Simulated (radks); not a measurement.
Results of a calculation; reference values are marked as such.
The titanium ion Ti2+, configuration [Ar] 3d2.

Level of theory: Dirac Kohn-Sham, PW91, spin-unpolarised, spherical densities, finite nucleus; open shells fill j = l - 1/2 first; Fermi nuclear charge, rms radius 3.5921 fm (a radial shooting solver on a logarithmic mesh with Libxc functionals).

Energy parts (hartree):
part                       energy
total                  -853.06302
kinetic                 861.38292
electron-nucleus      -2017.42992
Hartree                 344.86318
exchange-correlation    -41.87921

Orbitals (lengths in bohr, moments of r in powers of bohr; r(max) is where P^2 peaks):
orbital  occ.  eigenvalue (hartree)   r(max)
1s1/2       2             -179.5447  0.04555
2s1/2       2             -20.31683   0.2689
2p1/2       2             -17.05957   0.2179
2p3/2       4             -16.84713   0.2201
3s1/2       2              -2.88725   0.8696
3p1/2       2              -2.03079   0.8975
3p3/2       4              -2.00650   0.9040
3d3/2       2              -0.72699   0.9702
3d5/2       0              -0.72508   0.9724

The highest occupied level is 3d3/2 at -19.782 eV. The density falls to 0.001 e/bohr^3 at r = 3.16 bohr. For comparison, the ionisation energy in NIST's Atomic Spectra Database is 27.492 eV (measured). In exact Kohn-Sham theory the highest level is minus the ionisation energy, but local and semilocal functionals leave it too shallow, through self-interaction and a potential that decays too fast; potentials with the right tail come closer.

Beside tabulated values, note that spin-unpolarised runs miss the spin-polarisation part of the exchange energy of open shells.
